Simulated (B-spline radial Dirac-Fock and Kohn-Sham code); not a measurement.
Magnetic form factor of the 4f shell of Sm

System: the Sm atom, configuration [Xe] 4f7 6s1 (not the ground configuration).

Method: Dirac-Fock orbitals of the configuration average with a finite nucleus. Computed with a B-spline atomic structure program. ⟨j_K⟩ is the integral of the 4f radial density with the spherical Bessel function j_K(4πsr), s = sin θ/λ.

```csv
s (Å⁻¹),⟨j0⟩,⟨j2⟩,⟨j4⟩,⟨j6⟩
0,1.0000,0.0000,0.0000,0.0000
0.05,0.9689,0.0122,0.0002,0.0000
0.1,0.8898,0.0411,0.0020,0.0002
0.15,0.7867,0.0750,0.0064,0.0008
0.2,0.6767,0.1069,0.0131,0.0022
0.25,0.5695,0.1335,0.0212,0.0042
0.3,0.4707,0.1537,0.0302,0.0069
0.35,0.3826,0.1674,0.0394,0.0101
0.4,0.3061,0.1752,0.0483,0.0136
0.45,0.2409,0.1778,0.0564,0.0174
0.5,0.1863,0.1763,0.0637,0.0212
0.6,0.1045,0.1644,0.0748,0.0289
0.7,0.0514,0.1456,0.0812,0.0358
0.8,0.0186,0.1242,0.0835,0.0415
0.9,-0.0005,0.1031,0.0824,0.0457
1,-0.0106,0.0837,0.0789,0.0485
1.1,-0.0151,0.0667,0.0737,0.0499
1.2,-0.0163,0.0524,0.0676,0.0501
1.4,-0.0140,0.0310,0.0545,0.0478
1.6,-0.0100,0.0175,0.0422,0.0433
```

Radial moments of the shell: ⟨r²⟩ = 1.771, ⟨r⁴⟩ = 16.80, ⟨r⁶⟩ = 601.3 in powers of bohr.
